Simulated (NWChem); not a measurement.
SeO, triplet; SMILES O=[Se]

```xyz
2

O      0.0000     0.0000    -1.3174
Se     0.0000     0.0000     0.3245
```
Atoms are numbered in this order, from 1.

Level: PBE0/def2-SVP, spin-unrestricted (NWChem), optimised geometry, unscaled harmonic frequencies. This build's default masses of Se (78.918 u) and Br (79.917 u) are each other's, which moves their modes by up to 0.6 %.

Task: List the harmonic frequencies with IR intensities, and the thermochemistry.

Result: 
```csv
frequency (cm⁻¹),IR intensity (km/mol)
957,4.9
```

```yaml
zero_point_energy: 1.4 kcal/mol
thermal correction to the enthalpy at 298.15 K (with zero-point energy): 3.5 kcal/mol
heat capacity Cv: 5.4 cal/(mol K)
dipole_moment: 2.15 D
```

Rigid rotor and harmonic oscillator.
